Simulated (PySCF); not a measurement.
In(H)(Et)(OH) (C₂H₇InO), SMILES C[CH2][InH][OH].

Coordinates come from a B3LYP-D3(BJ)/def2-SVP optimisation. The structure was generated by enumeration; whether it is a known compound was not checked. The def2 effective core potentials stand for the cores of In; spin–orbit coupling is left out. Other conformers were not sampled.

The numbers are results of TDDFT-M06-2X/def2-SVPD run with PySCF 2.14.0, not measurements.

Vertical excitations.  State labels are in the subgroup Cs.

```csv
state,symmetry,energy (eV),λ (nm),f,main pairs
S1,A",4.88,254,0.000,HOMO→LUMO 98 %
S2,A',5.98,207,0.081,"HOMO→LUMO+1 60 %, HOMO−1→LUMO 25 %"
S3,A",6.05,205,0.016,HOMO−2→LUMO 97 %
S4,A',6.26,198,0.077,"HOMO−1→LUMO 59 %, HOMO→LUMO+1 33 %"
S5,A",6.46,192,0.031,"HOMO−1→LUMO+1 63 %, HOMO−1→LUMO+2 22 %"
S6,A',6.70,185,0.039,HOMO→LUMO+2 88 %
S7,A',7.36,169,0.235,"HOMO→LUMO+3 38 %, HOMO−2→LUMO+1 38 %"
S8,A',7.37,168,0.287,"HOMO→LUMO+3 50 %, HOMO−2→LUMO+1 26 %, HOMO−2→LUMO+2 9 %"
S9,A',7.93,156,0.015,HOMO→LUMO+4 83 %
S10,A",7.95,156,0.021,"HOMO−1→LUMO+2 31 %, HOMO−1→LUMO+3 29 %, HOMO−4→LUMO 13 %, HOMO−1→LUMO+5 10 %"
T1,A",4.58,271,0,HOMO→LUMO 97 %
T2,A',5.06,245,0,"HOMO→LUMO+1 67 %, HOMO→LUMO+3 23 %"
T3,A',5.51,225,0,HOMO−1→LUMO 92 %
T4,A",5.73,217,0,HOMO−2→LUMO 92 %
```
Triplets are in the Tamm–Dancoff approximation, which puts them higher than full response would, so one can lie above its singlet here.
